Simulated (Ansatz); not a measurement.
A nudged elastic band was laid between two geometries of Cl$_{3}$F$_{3}$Ta (7 atoms, charge 0, multiplicity 2).

The calculation used Ansatz, UKS PBE/def2-SVP.

| Property | Result |
| --- | --- |
| movable images | 9 |
| climbing image | yes |
| spring | 5.0 eV/Å² |
| optimiser | quadratic models (default) |
| start path | through a guess of the saddle point |
| force threshold | 0.05 eV/Å |
| iteration limit | 51 |
| end points | relaxed |

Image 0:

```xyz
7
Properties=species:S:1:pos:R:3
Ta 0.407 -0.174 0.156
F 1.577 -1.662 0.092
F 0.680 0.021 1.996
Cl 0.859 0.125 -2.300
F -0.541 1.464 0.077
Cl -1.480 -1.458 -0.120
Cl 2.458 1.216 -0.441
```

Image 10:

```xyz
7
Properties=species:S:1:pos:R:3
Ta -0.089 -0.021 -0.005
F 1.791 -0.023 -0.079
F 0.138 0.129 1.870
Cl -0.076 0.356 -2.313
F -1.309 1.389 0.159
Cl -1.048 -2.091 0.008
Cl 4.553 -0.208 -0.181
```

(1) What changes between the two ends?

(2) Give the energies along the band, and the barrier.

Results:

(1) Bonds broken: Ta1–Cl7. Cl3F3Ta becomes Cl + Cl2F3Ta.

(2) The run converged. The highest image is number 10 of 0 to 10, 94.6 kJ/mol above the first end and 0.0 kJ/mol above the last; the last end lies 94.6 kJ/mol above the first. The highest image is an end point: on this band no image between the ends rises above it.

| image | path coordinate (Å) | energy (kJ/mol) | Ta1–Cl7 (Å) |
| --- | --- | --- | --- |
| 0 | 0.00 | 0.0 | 2.55 |
| 1 | 0.55 | 9.3 | 2.58 |
| 2 | 1.10 | 42.0 | 2.69 |
| 3 | 1.65 | 78.3 | 2.90 |
| 4 | 2.21 | 82.7 | 3.41 |
| 5 | 2.76 | 83.4 | 3.80 |
| 6 | 3.31 | 85.2 | 4.18 |
| 7 | 3.86 | 90.3 | 4.43 |
| 8 | 4.41 | 94.0 | 4.58 |
| 9 | 4.97 | 94.6 | 4.65 |
| 10 | 5.04 | 94.6 | 4.65 |

Run time: 28 min on 4 threads of Arm Neoverse V1, with other jobs on the host, peak memory 0.39 GiB.
